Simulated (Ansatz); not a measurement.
Reaction (formal exchange of groups at the Al–F bond): `[OH][Al]([OH])[F]` + `CO[SiH3]` → `[OH][Al]([OH])[O][SiH3]` + `CF`

Computed with Ansatz on PBE0-D4/def2-TZVP structures; ΔE is electronic, products minus reactants. CBS: MP2 limit from def2 TZ/QZ plus the TZ coupled-cluster correction, frozen cores. This one scheme is used for every species. One conformer a species, not always the lowest.

```csv
species,CCSD(T)/CBS(def2) energy (Eh)
`[OH][Al]([OH])[F]`,-493.56273
`CO[SiH3]`,-405.93001
`[OH][Al]([OH])[O][SiH3]`,-759.84972
`CF`,-139.63461
```

(1) Work out ΔE.

Largest T1 diagnostic among the species: 0.012.

Results:

(1) ΔE = (-759.84972) + (-139.63461) − (-493.56273) − (-405.93001) = 0.00841 Eh = +22.1 kJ/mol.

In def2-TZVPP, CCSD(T) changes the Hartree–Fock value by +10.9 kJ/mol (the triples alone add +1.3 kJ/mol) and MP2 by +14.7 kJ/mol.
